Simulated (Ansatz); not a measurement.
Ansatz (a program for electronic structure) input (B3LYP-D3(BJ)/def2-TZVP):

Ansatz 0.2 input:
```yaml
crystal:
  periodic: [false, false, false]
  atoms:
    - {symbol: Si, position_ang: [-0.27360256, 0.00468930, 0.68790823]}
    - {symbol: F, position_ang: [-0.85702855, -1.15566646, -0.34958132]}
    - {symbol: F, position_ang: [-0.78254985, 1.22585867, -0.31854767]}
    - {symbol: Cl, position_ang: [1.92284388, -0.05402648, -0.05494766]}
basis:
  gaussian:
    orbitals: def2-TZVP
hamiltonian:
  xc: b3lyp
  dispersion: d3bj
total_charge: -1
relax: {f_tol: 0.002, max_steps: 150}
```

Output:

```
Functional definition: B3LYP
integrals: 0.05 GiB planned
836 factors; their error is unknown
mean field: 0.46 GiB planned
mean field evaluation 1: about -25843.6206 eV, gradient 1.1e1 eV
mean field evaluation 2: about -25843.6136 eV, gradient 1.1e1 eV
mean field evaluation 4: about -25843.9292 eV, gradient 4.7e-1 eV
mean field evaluation 8: about -25844.0024 eV, gradient 1.2e-1 eV
mean field evaluation 16: about -25844.0024 eV, gradient 6.5e-5 eV
mean field -25844.00239521 eV, -949.7495703301 hartree, gradient 6.5e-5 eV, S^2 0.000000; 0 other end points of the search recorded, 0 dependent functions left out
the calculation of the forces begins
reference -25844.00259592 eV, -949.7495777060 hartree; 25, 25 occupied and 111, 111 virtual orbitals, 836 factors
relax step   1: F+E_penalty+E_count = -25844.15034299 eV  Δ(F+E_penalty+E_count) = +0.000e0 eV  max|allowed force component| = 4.706e-1 eV/Å  Δτ_max = 0.0000 Å  (25 SCF iters, accepted)
these checks for a lower state are left out or cut short: starts, cluster_reference, orbital_swaps, neighbouring_geometries, increment
integrals: 0.05 GiB planned
836 factors; their error is unknown
mean field: 0.46 GiB planned
mean field -25844.02720968 eV, -949.7504822450 hartree, gradient 1.2e-5 eV, S^2 0.000000; 0 other end points of the search recorded, 0 dependent functions left out
the calculation of the forces begins
reference -25844.02740943 eV, -949.7504895856 hartree; 25, 25 occupied and 111, 111 virtual orbitals, 836 factors
relax step   2: F+E_penalty+E_count = -25844.17426361 eV  Δ(F+E_penalty+E_count) = -2.392e-2 eV  max|allowed force component| = 1.806e-1 eV/Å  Δτ_max = 0.0398 Å  (28 SCF iters, accepted)
these checks for a lower state are left out or cut short: starts, cluster_reference, orbital_swaps, neighbouring_geometries, increment
integrals: 0.05 GiB planned
836 factors; their error is unknown
mean field: 0.46 GiB planned
mean field -25844.03609070 eV, -949.7508086163 hartree, gradient 1.0e-5 eV, S^2 0.000000; 0 other end points of the search recorded, 0 dependent functions left out
the calculation of the forces begins
reference -25844.03629070 eV, -949.7508159664 hartree; 25, 25 occupied and 111, 111 virtual orbitals, 836 factors
relax step   3: F+E_penalty+E_count = -25844.18363693 eV  Δ(F+E_penalty+E_count) = -9.373e-3 eV  max|allowed force component| = 7.256e-2 eV/Å  Δτ_max = 0.0195 Å  (29 SCF iters, accepted)
these checks for a lower state are left out or cut short: starts, cluster_reference, orbital_swaps, neighbouring_geometries, increment
integrals: 0.05 GiB planned
836 factors; their error is unknown
mean field: 0.46 GiB planned
mean field evaluation 32: about -25843.9656 eV, gradient 7.8e-3 eV
mean field -25844.03860536 eV, -949.7509010283 hartree, gradient 1.0e-5 eV, S^2 0.000000; 0 other end points of the search recorded, 0 dependent functions left out
the calculation of the forces begins
reference -25844.03880549 eV, -949.7509083829 hartree; 25, 25 occupied and 111, 111 virtual orbitals, 836 factors
relax step   4: F+E_penalty+E_count = -25844.18660482 eV  Δ(F+E_penalty+E_count) = -2.968e-3 eV  max|allowed force component| = 2.154e-2 eV/Å  Δτ_max = 0.0202 Å  (29 SCF iters, accepted)
these checks for a lower state are left out or cut short: starts, cluster_reference, orbital_swaps, neighbouring_geometries, increment
integrals: 0.05 GiB planned
836 factors; their error is unknown
mean field: 0.46 GiB planned
mean field -25844.03862691 eV, -949.7509018205 hartree, gradient 6.7e-5 eV, S^2 0.000000; 0 other end points of the search recorded, 0 dependent functions left out
the calculation of the forces begins
reference -25844.03882703 eV, -949.7509091747 hartree; 25, 25 occupied and 111, 111 virtual orbitals, 836 factors
relax step   5: F+E_penalty+E_count = -25844.18664086 eV  Δ(F+E_penalty+E_count) = -3.604e-5 eV  max|allowed force component| = 1.030e-2 eV/Å  Δτ_max = 0.0013 Å  (19 SCF iters, accepted)
these checks for a lower state are left out or cut short: starts, cluster_reference, orbital_swaps, neighbouring_geometries, increment
integrals: 0.05 GiB planned
836 factors; their error is unknown
mean field: 0.46 GiB planned
mean field -25844.03859601 eV, -949.7509006848 hartree, gradient 7.0e-5 eV, S^2 0.000000; 0 other end points of the search recorded, 0 dependent functions left out
the calculation of the forces begins
reference -25844.03879614 eV, -949.7509080396 hartree; 25, 25 occupied and 111, 111 virtual orbitals, 836 factors
relax step   6: F+E_penalty+E_count = -25844.18665468 eV  Δ(F+E_penalty+E_count) = -1.382e-5 eV  max|allowed force component| = 4.412e-3 eV/Å  Δτ_max = 0.0013 Å  (19 SCF iters, accepted)
these checks for a lower state are left out or cut short: starts, cluster_reference, orbital_swaps, neighbouring_geometries, increment
integrals: 0.05 GiB planned
836 factors; their error is unknown
mean field: 0.46 GiB planned
mean field -25844.03860149 eV, -949.7509008861 hartree, gradient 2.1e-5 eV, S^2 0.000000; 0 other end points of the search recorded, 0 dependent functions left out
the calculation of the forces begins
reference -25844.03880162 eV, -949.7509082408 hartree; 25, 25 occupied and 111, 111 virtual orbitals, 836 factors
relax step   7: F+E_penalty+E_count = -25844.18665593 eV  Δ(F+E_penalty+E_count) = -1.248e-6 eV  max|allowed force component| = 1.048e-3 eV/Å  Δτ_max = 0.0003 Å  (18 SCF iters, accepted)
integrals: 0.05 GiB planned
836 factors; their error is unknown
mean field: 0.46 GiB planned
mean field evaluation 64: about -25844.0386 eV, gradient 1.3e-4 eV
mean field -25844.03860149 eV, -949.7509008861 hartree, gradient 2.1e-5 eV, S^2 0.000000; 1 other end points of the search recorded, 0 dependent functions left out
the calculation of the forces begins
reference -25844.03880162 eV, -949.7509082408 hartree; 25, 25 occupied and 111, 111 virtual orbitals, 836 factors
Total energy: -25844.18685606 eV, -949.7563491410 hartree
Atom 0 at    -0.288566     0.005601     0.657979 Å, force    -0.000468     0.000031    -0.001048 eV/Å
Atom 1 at    -0.839339    -1.213439    -0.336695 Å, force     0.000239     0.000525     0.000514 eV/Å
Atom 2 at    -0.761469     1.282099    -0.304156 Å, force     0.000221    -0.000562     0.000504 eV/Å
Atom 3 at     1.899037    -0.053406    -0.052297 Å, force     0.000008     0.000006     0.000030 eV/Å
Dipole moment:    -0.080779     0.003116    -0.045645 e Å
```

It need not be the lowest isomer of its formula. Whether it binds its extra electron was not tested at this geometry.
